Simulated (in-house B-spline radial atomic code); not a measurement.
Values are calculated unless marked as measured or tabulated.
**Ni in an electron gas of r_s = 3: phase shifts, screening, friction and resistivity**

A nucleus sits in a uniform electron gas with a rigid positive background. The Kohn-Sham equations are solved self-consistently in the spin-unpolarised LDA (PW92), non-relativistic, on B-splines with outgoing waves at the boundary and partial waves to l = 8. The model has no lattice, no bands and no magnetic solution. Atomic units; δ_l are the phase shifts at the Fermi level, counted so that each bound state adds π, and good to about 0.0005.

The density parameter is r_s = 3 bohr, near that of the valence electrons of Ag (1 per atom, density 10.5 g/cm³, mass 107.87 u, which gives r_s = 3.02).

```
l  δ_l (rad)
0     9.7754
1     6.5066
2     2.9472
3    -0.0070
4    -0.0002
5    -0.0001
6     0.0000
7    -0.0001
8    -0.0001
```

Bound levels below the band bottom (hartree): s -297.3, s -34.75, p -30.3, s -3.41, p -2.059.

Task: Check the Friedel sum rule, and say where the screening charge sits.

Result: k_F = (9π/4)^(1/3)/r_s = 0.63972. The rule is Z = (2/π) Σ (2l + 1) δ_l. The terms are s 6.223, p 12.427, d 9.381, f -0.031 and -0.004 beyond, in all 27.996 against Z = 28. Bound states hold 6 s, 12 p, 0 d electrons, so the scattering states carry 10.00 in all.

Task: Find the transport cross section and the electronic stopping of a 10 keV Ni ion (mass 58.69 u).

Result: σ_tr = (4π/k_F²) Σ (l + 1) sin²(δ_l − δ_(l+1)). The terms for l = 0 to 3 are 0.0161, 0.3293, 0.1041, 0.0002, all together 0.4497, so σ_tr = 30.707 × 0.4497 = 13.808 bohr². With n = 3/(4π r_s³) = 0.008842, the friction coefficient is Q = n k_F σ_tr = 0.0781. For v well below v_F = 0.640, dE/dx = Q v; with 24801 eV per u at v = 1, v = √(10000/(24801 × 58.69)) = 0.0829, so dE/dx = 0.00647 hartree/bohr = 3.33 eV/nm. The largest term couples the p and d waves.

Task: What residual resistivity would 1 atomic per cent of such centres give in Ag?

Result: Δρ = k_F n_i σ_tr/n in atomic units of 21.74 μΩ·cm. With one host atom per 1 electron, n_i/n = 0.01/1, so Δρ = 0.6397 × 0.01000 × 13.808 × 21.74 = 1.92 μΩ·cm. This is an atom added to the gas, as on an interstitial site.

Task: On a substitutional site the background of one host ion, a sphere holding 1 charge, is taken out. The phase shifts for l = 0 to 4 become 9.5143, 6.2695, 2.8407, -0.0151, -0.0012. What follows?

Result: The Friedel sum is now 26.99, for Z − 1 = 27. The sum in σ_tr is 0.4103, so σ_tr = 12.60 bohr² and Δρ = 1.75 μΩ·cm per atomic per cent, 0.91 times the value above. A real host ion scatters too, so this model doesn't give zero even for the host's own atom.
